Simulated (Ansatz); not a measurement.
Energy needed to pull apart CH4Te (SMILES C[TeH]), singlet, into free ground-state atoms, from the structure below (displaced at random from a GFN2-xTB minimum); no zero-point or spin–orbit terms; open-shell atoms are treated unrestricted, in their ground-state multiplicity.

```xyz
6
angstrom
C -0.2333 -0.2830 -0.5100
Te 0.3299 -0.1102 1.5564
H -0.9985 0.4860 -0.7760
H -0.6196 -1.3248 -0.5553
H 0.6367 -0.1741 -1.2146
H 0.9079 1.4111 1.3989
```

Ansatz 0.2.0; basis: def2-TZVPP; cores frozen in the correlated methods. Filled d shells of the heavier atoms are correlated. Core potentials replace the inner electrons of the atoms past krypton. The def2 sets are not built for correlating such inner shells, so the correlated values are less sure here.

| method | atomization energy (kJ/mol) |
| --- | --- |
| PBE-D4 | ? |
| BLYP-D4 | 1828 |
| r2SCAN-D4 | 1824 |
| PBE0-D4 | 1825 |
| LC-wPBE | 1796 |
| wB97M-V | 1821 |
| HF | 1316 |
| MP2 | 1785 |
| CCSD | ? |
| CCSD(T) | 1792 |

Q: What does PBE-D4 give? (To be estimated.)

A: Computed: 1853 kJ/mol, which is about 60 kJ/mol more than CCSD(T)/def2-TZVPP.

Q: What does CCSD give? (To be estimated.)

A: Computed: 1767 kJ/mol, which is about 26 kJ/mol less than CCSD(T)/def2-TZVPP.

In triple zeta the MP2 and coupled-cluster atomization energies are still short of their basis limit by a few kcal/mol a bond, whereas those of the functionals are nearly converged, so these differences are not deviations from converged CCSD(T).

The T1 diagnostic stays at or below 0.010.

For scale, one of the runs: CCSD(T)/def2-TZVPP forces, 137 basis functions (an equivalent command: `ansatz run in.yaml --threads 4`). The run took 42 s on 4 CPU threads (shared host), with 1.5 GiB of host memory at its peak.
